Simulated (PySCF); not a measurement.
## Xe²⁺ (xenon, charge +2) across methods

[Kr] 4d10 5s1 5p4 6s1, high-spin 5P determinant (an excited configuration). All numbers are calculated (PySCF 2.14, the spin-free X2C one-electron Hamiltonian (Gaussian nucleus), in aug-cc-pwCVTZ-DK3 with one added diffuse shell each of s, p, d, f type (11s10p8d5f1g, 125 functions)).

| method | E (hartree) | mean ε 5p α (eV) | mean ε 5p β (eV) | mean ε 6s α (eV) | Σ⟨r²⟩ (bohr²) | ⟨S²⟩ |
| --- | --- | --- | --- | --- | --- | --- |
| BHandHLYP | -7443.96 | -34.565 | -30.946 | -14.641 | 55.73 | 6.002 |
| r2SCAN | -7443.96 | -32.452 | -29.194 | -13.754 | 55.79 | 6.005 |
| wB97M-V | -7443.46 | -35.644 | -32.183 | -15.821 | 55.64 | 6.002 |
| wB97X | -7444.23 | -35.569 | -32.513 | -15.602 | 55.62 | 6.001 |
| PBE | -7443.56 | -31.732 | -28.997 | -13.780 | 55.14 | 6.002 |
| PBE0 | -7443.63 | -33.336 | -29.972 | -14.309 | 55.37 | 6.002 |
| LDA | -7437.26 | -31.788 | -29.187 | -13.961 | 54.76 | 6.001 |

Q: Estimate the same row for UHF.

A: E (hartree) = -7441.05532; mean ε 5p α (eV) = -37.263; mean ε 5p β (eV) = -31.402; mean ε 6s α (eV) = -15.445; Σ⟨r²⟩ (bohr²) = 56.59; ⟨S²⟩ = 6.004.

The outer electron is Rydberg-like, and this basis confines it to a smaller radius and binds it less than a complete one would.
